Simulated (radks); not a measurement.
Numerical settings for neutral xenon, [Xe]. All-electron calculation, scalar-relativistic Kohn-Sham, PBE, spin-polarised, spherical densities, finite nucleus; Fermi nuclear charge, rms radius 4.7859 fm. Program: a radial shooting solver on a logarithmic mesh with Libxc functionals. The defaults (mesh step 0.008 in ln r, mesh end at 40 bohr or more with all orbitals vanishing there, Anderson mixing 0.5 over 9 steps, residual threshold near 1e-9 with the energy settled to 1e-9 hartree or 1e-11 of itself, here a cap of 96 iterations) give E = -7447.0374 hartree and 5p at -8.235 eV in 13 iterations. Run on one thread of a shared host, so times are rough (Arm Neoverse V2): 0.19 s of CPU time, 0.19 s wall, 13 iterations on 2437 mesh points. Changes against that run (0 stands for a change within the tolerance of the run):

setting,iterations,converged,E (mhartree),e(5p) (meV),CPU (s)
mesh step in ln r 0.003,19,yes,0,0,0.63
mesh step in ln r 0.08,21,yes,-0.701,-0.0169,0.05
mesh step in ln r 0.05,12,yes,+0.193,0,0.04
mesh end (bohr) 3,14,level above zero,+2.46e+03,+1.99e+04,0.16
mesh end (bohr) 20,13,yes,0,0,0.19
residual threshold 1e-05,9,yes,0,-0.0793,0.15
residual threshold 0.1,9,yes,0,-0.0793,0.15
mixing 0.01,31,yes,0,0,0.37
"linear mixing, mixing 0.05",96,no,+0.667,-31.3,1.2
"linear mixing, mixing 1",27,no,diverged,-,0.48
mixing history 2,23,yes,0,0,0.27
iteration cap 8,8,no,0,-0.0793,0.13

Settled on a wrong energy, with an occupied level pushed above zero by the early mesh end: mesh end (bohr) 3 (+2.46 hartree). Apart from these: no run marked as converged misses the energy by more than 1 mhartree. A mesh that ends early acts as a hard wall.
